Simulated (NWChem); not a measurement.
System: CH₃Mg cation; SMILES [CH3][Mg+]

```xyz
5

Mg     0.0000     0.0000    -0.9434
C      0.0000     0.0000     1.1548
H      0.7405     0.7405     1.4641
H      0.2710    -1.0115     1.4641
H     -1.0115     0.2710     1.4641
```
Atoms are numbered in this order, from 1.

Results from NWChem. All runs use the structure optimised with B3LYP/6-31G* (spherical d).

For level PBE0/def2-TZVP:

- highest occupied level (eV) = -12.98
- orbital gap (eV) = 4.51

How do the values read with level HCTH/407/def2-TZVP instead?


- highest occupied level (eV) = -12.12
- orbital gap (eV) = 2.82
